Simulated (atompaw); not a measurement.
# PBEsol PAW (atompaw) dataset for In, scalar-relativistic all-electron reference.

The input file (atompaw 4.2.0.5):

```
In 49
GGA-PBESOL scalarrelativistic loggrid 1500 logderivrange -11 5 401
5 5 4 0 0 0
5 1 1
0 0 0
c
c
c
v
v
c
c
v
v
c
v
3
1.55 1.15 1.25 0.80
n
n
y
0.4
n
y
-0.1
n
custom rrkj vanderbiltortho sinc
bessel
1.15
1.55
1.55
1.55
1.55
1.55
1.55
PWSCFOUT
UPFDX 0.0125d0 UPFXMIN -7.d0 UPFZMESH 49.d0
END
```

Command:

```bash
atompaw < In.input > In.log
```

Resulting log (summary file):

```
Completed calculations for In (AE)

 Exchange-correlation type: GGA, Perdew-Burke-Ernzerhof modified (PBEsol)

 Radial integration grid is logarithmic
 r0 =   1.7725997E-04 h =   8.6857385E-03   n =      1500 rmax =   8.0000000E+01

 Scalar relativistic calculation

 AEatom converged in  32 iterations
   nz     =  49.00
   delta  =       3.070959994154E-17

 All Electron Orbital energies:
  n  l      occupancy      energy
  1  0      2.0000000E+00 -2.0388153E+03
  2  0      2.0000000E+00 -3.0528823E+02
  3  0      2.0000000E+00 -5.7912206E+01
  4  0      2.0000000E+00 -8.7835244E+00
  5  0      2.0000000E+00 -6.0678872E-01
  2  1      6.0000000E+00 -2.7405965E+02
  3  1      6.0000000E+00 -4.7687378E+01
  4  1      6.0000000E+00 -5.7342776E+00
  5  1      1.0000000E+00 -1.8513019E-01
  3  2      1.0000000E+01 -3.1802158E+01
  4  2      1.0000000E+01 -1.3664223E+00

 Total energy
   Total                    :   -11757.91864702931525

 ---
 Completed calculations for In (SC)

 Exchange-correlation type: GGA, Perdew-Burke-Ernzerhof modified (PBEsol)

 Radial integration grid is logarithmic
 r0 =   1.7725997E-04 h =   8.6857385E-03   n =      1500 rmax =   8.0000000E+01

 Scalar relativistic calculation

 SCatom converged in   3 iterations
   nz     =  49.00
   delta  =       4.527365929373E-17

 Valence Electron Orbital energies:
  n  l      occupancy      energy
   4  0      2.0000000E+00 -8.7835244E+00
   5  0      2.0000000E+00 -6.0678872E-01
   4  1      6.0000000E+00 -5.7342776E+00
   5  1      1.0000000E+00 -1.8513019E-01
   4  2      1.0000000E+01 -1.3664223E+00

 Total energy
   Total                    :   -11757.91864702976636
   Valence                  :     -652.79097149190966

 PAW parameters:
       lmax =            3
         rc =    1.5505182939193762
        irc =         1046
   rc_shape =    1.1540008135231217
    rc_vloc =    1.2587322159377132
    rc_core =   0.80120873973676177
   Vloc: truncated form - Vps(r)=A.sin(qr)/r for r<rc
   Projector type: RRKJ pseudization + Vanderbilt ortho.
   Sinc^2 compensation charge shape zeroed at   1.1540E+00

 Number of basis functions     7
 No.   n  nodes  l      Energy         Cp coeff         Occ
  1    4    3    0   -0.8783524E+01  0.1080194E+01  0.2000000E+01
  2    5    4    0   -0.6067887E+00 -0.1431370E+01  0.2000000E+01
  3    4    2    1   -0.5734278E+01 -0.4751877E+00  0.6000000E+01
  4    5    3    1   -0.1851302E+00 -0.2126453E+01  0.1000000E+01
  5    4    1    2   -0.1366422E+01 -0.1085603E+02  0.1000000E+02
  6  999    2    2    0.4000000E+00 -0.7245478E-02  0.0000000E+00
  7  999    0    3   -0.1000000E+00 -0.3610514E+01  0.0000000E+00

 Eigenvalues of overlap operator (in the basis of projectors):
    1        2.69470533E-03
    2        2.16198996E-02
    3        2.18851408E-01
    4        1.63901771E+01
    5        1.76262869E+01
    6        2.80216668E+01
    7        4.83270229E+01

 Orbital leakage outside PAW augmentation regions
   orb  is_core?  %out_of_sphere
   1 0    T          -0.00
   2 0    T          -0.00
   3 0    T           0.00
   4 0    F           2.04
   5 0    F          90.01
   2 1    T           0.00
   3 1    T           0.00
   4 1    F           4.61
   5 1    F          96.80
   3 2    T           0.00
   4 2    F          20.12

 Summary of PAW energies
   Total valence energy     :   -652.79110958179194
   Smooth energy            :    287.31705614179185
   One center               :   -940.10816572358385
   Smooth kinetic           :    111.07348607325160
   Vloc energy              :     86.20185566206547
   Smooth exch-corr         :    -36.68372898700449
   One-center xc            :   -276.89799990092217
```

The run took about 3.1 s on one core of a shared server CPU.
